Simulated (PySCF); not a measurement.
**Ta⁺: excitation energy**

Ta⁺ [Xe] 4f14 5d3 6s1 (5F) → Ta⁺ [Xe] 4f14 5d3 6p1 (high-spin determinant), as a difference of total energies. All numbers are calculated (PySCF 2.14, a scalar-relativistic core potential, in aug-cc-pVDZ-PP with ECP60MDF). Correlated levels: valence: 5s2 5p6 frozen. The calculations carry no spin-orbit coupling.

```csv
method,excitation energy (eV)
UHF,4.821
MP2 (valence),4.884
SCS-MP2 (valence),4.842
CCSD (valence),4.699
CCSD(T) (valence),4.581
```

Problem. How much does correlation contribute at CCSD(T) (valence)?

Solution. 4.581 − (4.821) = -0.240 eV, measured against UHF.

The coupled-cluster amplitudes are large for the upper state (T1 above 0.03 or a double amplitude above 0.15), so a single reference is strained.

The determinant of the upper state mixes LS terms, which raises its energy above the lowest term, most at the Hartree-Fock and MP2 levels.
